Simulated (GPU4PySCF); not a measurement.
Computed properties of 3-hexylthiophene (C10H16S), SMILES c1sccc1CCCCCC

3-hexylthiophene (C10H16S), SMILES CCCCCCc1ccsc1. The structure is a stationary point at PBE0-D3(BJ)/def2-TZVP. The values are those of a single conformer. All values are computed for the isolated molecule unless a solvent is named; none is compared with measurement here.

**Structure.** All 75 harmonic modes at PBE0-D3(BJ)/def2-TZVP (GPU4PySCF) are real, so it is a minimum. With heavy atoms numbered as in [CH3:1][CH2:2][CH2:3][CH2:4][CH2:5][CH2:6][c:7]1[cH:8][cH:9][s:10][cH:11]1, the shortest bond between them is C8–C9 at 1.362 Å and the longest S10–C11 at 1.707 Å.

**Vibrations.** The strongest infrared lines (harmonic, unscaled, degenerate partners summed) lie at 3084 cm⁻¹ (64 km/mol, H 91 %, C 9 %), 3034 cm⁻¹ (63 km/mol, H 95 %), 3113 cm⁻¹ (54 km/mol, H 91 %, C 9 %). The softest mode is at 28 cm⁻¹ and the zero-point energy is 149.1 kcal/mol.

**Electronic structure.** PBE0/def2-TZVPD (GPU4PySCF) places the frontier levels at -6.66 and -0.26 eV, a gap of 6.40 eV, and gives a dipole moment of 1.08 D and a mean polarisability of 139.7 bohr³. PBE/def2-TZVPD (GPU4PySCF) at the same geometry gives -5.65 and -1.13 eV, so its gap is 1.88 eV narrower. An orbital gap is neither the optical nor the fundamental gap.

**Excitations.** TDA-CAM-B3LYP/def2-SVPD (GPU4PySCF) has S1 at 5.96 eV (208 nm, f = 0.114, bright); the most intense of the 12 singlets computed lies at 5.96 eV (f = 0.11). T1 (TDA) is at 3.86 eV, 2.10 eV under S1. TDA-PBE/def2-SVPD (GPU4PySCF) puts S1 at 5.55 eV. No vertical singlet excitation falls in the visible range (under 3.1 eV).

**NMR.** GIAO shifts at PBE0/pcSseg-1 (GPU4PySCF) (non-relativistic, atoms alike by connectivity averaged): ¹³C from 17.1 to 148.8 ppm against TMS; ¹H from 1.1 to 7.1 ppm against TMS.

**Solvation.** SMD-B3LYP/6-31G* (GPU4PySCF) gives 0.7 kcal/mol in water, -8.0 kcal/mol in dichloromethane, -6.4 kcal/mol in tetrahydrofuran, -5.7 kcal/mol in 1-octanol (1 M in both phases, gas-phase geometry); of these solvents dichloromethane holds the molecule best.
